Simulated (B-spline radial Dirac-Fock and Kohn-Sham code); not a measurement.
**Dipole and non-dipole photoemission parameters of Re⁶⁺ 5d5/2**

System: the Re⁶⁺ ion, [Xe] 4f14 5d1; threshold 80.44 eV (orbital energy of the model). Calculated with a radial finite-basis atomic code, using Dirac-Hartree-Slater photoionisation with a Latter tail; cross sections with all multipoles, angular parameters from the dipole term and its interference with E2.

For linearly polarised light dσ/dΩ = σ/(4π) [1 + β P₂(cos θ) + (δ + γ cos²θ) sin θ cos φ], with θ from the polarisation vector and φ the angle between the beam and the projection of the electron momentum on the plane normal to the polarisation.

| hν (eV) | σ (kb) | β | γ | δ |
| --- | --- | --- | --- | --- |
| 100 | 78.8 | 1.869 | 0.160 | 0.016 |
| 142 | 16.2 | 1.473 | 0.339 | -0.022 |
| 150 | ? | ? | ? | ? |
| 152 | 12.6 | 1.078 | 0.287 | -0.021 |
| 160 | 10.6 | 0.713 | 0.221 | -0.016 |
| 178 | 8.40 | -0.032 | 0.056 | 0.008 |
| 317 | 8.26 | 0.045 | 0.104 | 0.060 |
| 400 | 7.82 | 0.455 | 0.192 | 0.038 |
| 401 | 7.81 | 0.459 | 0.193 | 0.037 |
| 407 | 7.76 | 0.481 | 0.194 | 0.036 |
| 568 | 6.31 | 0.883 | 0.170 | 0.011 |
| 600 | 6.00 | 0.933 | 0.156 | 0.009 |
| 720 | 4.92 | 1.073 | 0.098 | 0.003 |
| 865 | 3.88 | 1.180 | 0.037 | 0.000 |
| 2230 | 0.687 | 1.383 | 0.084 | 0.024 |
| 2300 | 0.641 | 1.382 | 0.099 | 0.025 |
| 2460 | 0.549 | 1.379 | 0.136 | 0.029 |
| 2984.4 | 0.345 | 1.361 | 0.263 | 0.039 |
| 3770 | 0.190 | 1.324 | 0.455 | 0.055 |
| 4040 | 0.158 | 1.310 | 0.518 | 0.061 |
| 5910 | 0.0542 | 1.210 | 0.905 | 0.100 |
| 8047.8 | 0.0212 | 1.108 | 1.245 | 0.147 |
| 9251.7 | 0.0136 | 1.058 | 1.402 | 0.174 |
| 9350 | 0.0132 | 1.054 | 1.414 | 0.176 |
| 13300 | 0.00410 | 0.918 | 1.805 | 0.262 |

Question: Give the values at 150 eV.

Answer: σ = 13.2 kb, β = 1.164, γ = 0.300, δ = -0.022.
